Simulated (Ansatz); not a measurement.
Cost and result for the atomization energy of CH₇GaOSi (11 atoms, 9 bonds).

```xyz
11

C    -0.6712   -0.8525    0.9612
Si    1.0057   -0.7134    0.1597
Ga    0.5809    2.7840   -1.1485
O    -0.8393    1.6406   -1.2592
H    -0.6174   -0.6042    2.0235
H    -1.0621   -1.8682    0.8680
H    -1.3558   -0.1597    0.4686
H     0.9777   -1.0896   -1.2774
H     2.0064   -1.5791    0.8459
H     1.5257    0.6882    0.2510
H    -1.5508    1.7537   -1.8927
```

The species carries charge 0 and has multiplicity 1. Correlated methods include outer-core shells of Ga, which these sets cover unevenly. Scalar relativity is left out up to krypton. The bonds changed during the relaxation, so this is another structure than the one it started from. Geometry: relaxed with PBE0-D4/def2-TZVP. It is one conformer, not always the lowest. Program: Ansatz. All runs use 4 threads of an Arm Neoverse V1 on a shared host. Times are those of one run each, without the atoms' runs, and a repeat can differ threefold. Electronic energies, without spin–orbit coupling; frozen cores. CCSD(T)/CBS adds CCSD(T) − MP2 in def2-TZVPP to the MP2 limit, and its time is that of the two runs behind it. T1 = 0.014. With those shells the extrapolation isn't a true limit. B3LYP takes the VWN-RPA correlation (the form of Gaussian; ORCA's B3LYP/G). HSE06 is the plane-wave form, built on full-range PBE exchange.

CCSD(T)/CBS is a level of theory with its own doubt, some kJ/mol a heavy atom from the limit and from the frozen cores, so smaller differences don't rank the functionals.

```tsv
level	functions	wall time
LDA (SPW92)/def2-TZVPP	250	1.6 s
revPBE-D4/def2-TZVPP	250	2.6 s
PBE-D4/def2-TZVPP (with forces)	250	3 s
PBE0-D4/def2-TZVPP	250	4 s
BHLYP-D4/def2-TZVPP	250	4.3 s
HSE06-D4/def2-TZVPP	250	4.5 s
r2SCAN-D4/def2-TZVPP (with forces)	250	6 s
B3LYP-D4/def2-TZVPP (with forces)	250	6.5 s
CCSD(T)/def2-SVP	113	8.5 s
B97M-V/def2-TZVPP	250	12 s
MP2/def2-QZVPP	483	29 s
CCSD(T)/def2-TZVPP	250	3.6 min
CCSD(T)/CBS(def2)	–	4.1 min
```

Question: What atomization energy does each give, and how far from CCSD(T)/CBS? (Best estimate.)

Answer: The calculation gave: 
```csv
level,atomization (kcal/mol),difference from CCSD(T)/CBS,per bond
LDA (SPW92)/def2-TZVPP,953.9,98.9,11.0
revPBE-D4/def2-TZVPP,837.1,-17.9,-2.0
PBE-D4/def2-TZVPP (with forces),853.2,-1.8,-0.2
PBE0-D4/def2-TZVPP,841.7,-13.3,-1.5
BHLYP-D4/def2-TZVPP,831.9,-23.1,-2.6
HSE06-D4/def2-TZVPP,842.1,-12.9,-1.4
r2SCAN-D4/def2-TZVPP (with forces),850.2,-4.8,-0.5
B3LYP-D4/def2-TZVPP (with forces),851.4,-3.6,-0.4
CCSD(T)/def2-SVP,802.4,-52.6,-5.8
B97M-V/def2-TZVPP,852.3,-2.7,-0.3
MP2/def2-QZVPP,849.8,-5.2,-0.6
CCSD(T)/def2-TZVPP,833.6,-21.4,-2.4
CCSD(T)/CBS(def2),855.0,0.0,0.0
```

From r2SCAN to r2SCAN0 (25 % exact exchange), in def2-TZVPP and without D4, the atomization energy moves by −11.4 kcal/mol: exact exchange takes away binding that semilocal exchange gives to molecules. The D4 term adds +8.6 kcal/mol with B3LYP and +4.6 kcal/mol with PBE0; it sums over pairs of atoms, weighted by their polarisabilities, and B3LYP, whose exchange is more repulsive, gets the larger term. Leaving LDA and LC-ωPBE aside and taking each functional with its dispersion term where it has one, the values, not all of them listed here, spread over 22.7 kcal/mol, from BHLYP-D4 to CAM-B3LYP-D4. LDA lies +106.0 kcal/mol from PBE without D4, its usual overbinding.
